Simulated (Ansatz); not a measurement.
`[NH2][GaH][CH2][SiH3]`, charge 0, multiplicity 1.

Problem. Give a relaxed structure at PBE0-D4/def2-TZVP (the Gaussian-basis code of Ansatz). (An estimate is asked.)

Solution. Ansatz gave: 
Z-matrix (Å, degrees):
```
C
Ga 1 1.968
Si 1 1.863 2 113.0
H 1 1.096 2 107.9 3 -119.9
H 1 1.093 2 109.6 3 123.3
N 2 1.816 1 116.4 3 55.9
H 2 1.562 1 126.4 3 -123.8
H 3 1.490 1 110.7 2 57.6
H 3 1.490 1 112.7 2 178.2
H 3 1.490 1 110.2 2 -61.4
H 6 1.005 2 124.0 1 -179.5
H 6 1.006 2 124.1 1 -2.2
```
This is one stationary point; other conformers may exist.
